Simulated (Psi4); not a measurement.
CHF₂ (SMILES F[CH-]F), charge -1, singlet, geometry from GFN2-xTB (a gas-phase anion, which may not be bound at this level). Base run: Psi4 1.11 with PBE/def2-SVP.

Here is a job for Psi4.
```
memory 2 GB

molecule {
-1 1
  C    -0.12204909   -0.00422136    0.64509125
  F    -0.02347795    1.13289904   -0.27210005
  F     0.00314120   -1.13074558   -0.28187669
  H     0.91532526    0.00594698    1.11524321
}

set basis def2-svp

energy('pbe')
print_variables()
```

Variants of this job, named by their change:

| change | ΔE vs base (µEh) | SCF cycles | grid points | basis functions |
|---|---|---|---|---|
| base | 0.0 | 8 | 87664 | 47 |
| level_shift = 0.3 | 0.0 | 8 | 87664 | 47 |
| ints_tolerance = 1e-8 | 0.0 | 8 | 87664 | 47 |
| e_convergence = 1e-8 | 0.0 | 9 | 87664 | 47 |
| diis_max_vecs = 3 | 0.0 | 11 | 87664 | 47 |
| d_convergence = 1e-8 | 0.0 | 10 | 87664 | 47 |
| dft_radial_points = 150 | 0.0 | 8 | 174470 | 47 |
| df_basis_scf = def2-universal-jkfit | 0.0 | 8 | 87664 | 47 |
| level_shift = 1.0 | 0.0 | 8 | 87664 | 47 |
| guess = gwh | 0.0 | 11 | 87664 | 47 |
| d_convergence = 1e-10 | 0.0 | 12 | 87664 | 47 |
| dft_spherical_points = 974 | -18.7 | 8 | 282438 | 47 |
| e_convergence = 1e-4 | 0.0 | 8 | 87664 | 47 |

A gas-phase anion may not be bound at this level; its values then depend on the basis.
